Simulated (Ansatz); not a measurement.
Total energies of `C[N](C)[AlH][SH]`.

Z-matrix (Å, degrees):
```
C
N 1 1.440
H 1 1.092 2 111.3
H 1 1.099 2 111.5 3 120.1
H 1 1.099 2 111.6 3 -120.1
C 2 1.445 1 112.1 3 -179.9
Al 2 1.771 1 127.0 3 0.1
H 6 1.099 2 111.5 1 -60.0
H 6 1.099 2 111.5 1 60.0
H 6 1.093 2 110.8 1 180.0
S 7 2.190 2 122.2 1 0.0
H 7 1.576 2 119.1 1 -180.0
H 11 1.344 7 94.9 2 0.1
```

Total charge 0; spin multiplicity 1. Geometry: relaxed with PBE0-D4/def2-TZVP. It is one conformer, not always the lowest. Basis def2-TZVPP, the Gaussian-basis code of Ansatz.

| functional | energy without D4 (Eh) | D4 term (kJ/mol) |
| --- | --- | --- |
| revPBE | -776.36139 | -82.8 |
| B2PLYP | -776.16934 | – |

(1) Give the same for LDA (SPW92), PBE, BLYP, r2SCAN, B97M-V, PBE0, B3LYP, r2SCANh, r2SCAN0, HSE06 (plane-wave form), BHLYP, CAM-B3LYP, LC-ωPBE, ωB97X-V, ωB97M-V, PBE-QIDH. (Estimate.)

B3LYP takes the VWN-RPA correlation (the form of Gaussian; ORCA's B3LYP/G). HSE06 is the plane-wave form, built on full-range PBE exchange. The double hybrids freeze the cores in their second-order part.

## Answers

(1) Computed: 
```tsv
functional	energy without D4 (Eh)	D4 term (kJ/mol)
LDA (SPW92)	-772.88832	–
PBE	-776.03934	-27.6
BLYP	-776.46389	-59.8
r2SCAN	-776.39810	-7.1
B97M-V	-776.37177	–
PBE0	-776.11556	-23.5
B3LYP	-776.58354	-44.2
r2SCANh	-776.38885	-7.5
r2SCAN0	-776.37612	-8.3
HSE06 (plane-wave form)	-776.09401	-22.0
BHLYP	-776.45005	-34.2
CAM-B3LYP	-776.47897	-24.0
LC-ωPBE	-776.25581	–
ωB97X-V	-776.39529	–
ωB97M-V	-776.42251	–
PBE-QIDH	-775.92620	–
```

LC-ωPBE has ω = 0.4 bohr⁻¹.
